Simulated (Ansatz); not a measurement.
Isolated molecules relaxed with PBE0-D4/def2-TZVP in Ansatz; ΔE leaves out vibrations. CBS: MP2 limit from def2 TZ/QZ plus the TZ coupled-cluster correction, frozen cores. Functionals use def2-TZVPP. B3LYP here is the variant with VWN-RPA as its local correlation; programs differ in this. Each species was taken in one conformer, which may not be the lowest.

Reaction (redistribution): `BCCBC` + `OBS[SiH3]` → `CBS[SiH3]` + `BCCBO`

`BCCBC`:

Cartesian coordinates in Å:
```
B 0.806 1.573 -1.745
C 0.885 0.584 -0.561
C -0.632 0.322 -0.359
B -1.053 -0.689 0.760
C -0.069 -1.479 1.667
H 0.761 1.171 -2.875
H 0.651 2.747 -1.550
H 1.302 0.997 0.361
H 1.386 -0.362 -0.779
H -1.175 1.257 -0.145
H -1.107 -0.034 -1.287
H -2.235 -0.883 0.881
H 0.957 -1.109 1.679
H -0.436 -1.594 2.690
H -0.040 -2.503 1.261
```

`OBS[SiH3]`:

Cartesian coordinates in Å:
```
O 0.558 0.748 1.702
B -0.499 -0.081 1.630
S -1.205 -0.846 0.130
Si 0.085 -0.228 -1.457
H 0.958 0.967 0.853
H -1.067 -0.361 2.642
H 1.018 -1.314 -1.841
H 0.896 0.953 -1.037
H -0.744 0.162 -2.622
```

`CBS[SiH3]`:

```xyz
11

C     1.488   -0.981    1.328
B     0.342   -0.446    0.422
S     0.468    1.161   -0.361
Si   -1.414    1.189   -1.397
H     1.091   -1.207    2.324
H     2.342   -0.311    1.436
H     1.844   -1.942    0.936
H    -0.646   -1.100    0.232
H    -1.489    0.064   -2.360
H    -1.489    2.479   -2.128
H    -2.536    1.096   -0.432
```

`BCCBO`:

Cartesian coordinates in Å:
```
B -1.869 0.642 -1.088
C -0.909 -0.219 -0.232
C 0.523 0.278 0.004
B 1.291 -0.484 1.141
O 2.582 -0.879 1.044
H -1.639 1.799 -1.307
H -2.897 0.176 -1.493
H -0.925 -1.269 -0.545
H -1.453 -0.248 0.734
H 1.080 0.273 -0.942
H 0.480 1.335 0.306
H 0.754 -0.743 2.185
H 2.981 -0.662 0.196
```

```
             level  ΔE (kJ/mol)  difference from CCSD(T)/CBS
         r2SCAN-D4        -18.0                          4.4
          B3LYP-D4        -21.5                          0.9
           ωB97X-V        -23.4                         -1.0
           ωB97M-V        -22.7                         -0.3
            B2PLYP        -24.0                         -1.6
               PBE        -20.3                          2.1
            r2SCAN        -18.5                          3.9
              PBE0        -22.2                          0.2
     HF/def2-TZVPP        -31.1                         -8.7
SCS-MP2/def2-TZVPP        -24.6                         -2.2
CCSD(T)/def2-TZVPP        -23.3                         -0.9
     HF/def2-QZVPP        -30.9                         -8.5
    MP2/def2-QZVPP        -21.5                          0.9
SCS-MP2/def2-QZVPP        -24.1                         -1.7
      HF/CBS(def2)        -30.9                         -8.5
     MP2/CBS(def2)        -21.2                          1.2
       CCSD(T)/CBS        -22.4                            0
```

Largest T1 diagnostic among the species: 0.014.

The D4 term adds +3.3 kJ/mol with B3LYP and +1.7 kJ/mol with PBE0; it sums over pairs of atoms, weighted by their polarisabilities, and B3LYP, whose exchange is more repulsive, gets the larger term. In def2-TZVPP, CCSD(T) changes the Hartree–Fock value by +7.8 kJ/mol (the triples alone add +1.7 kJ/mol) and MP2 by +9.0 kJ/mol.
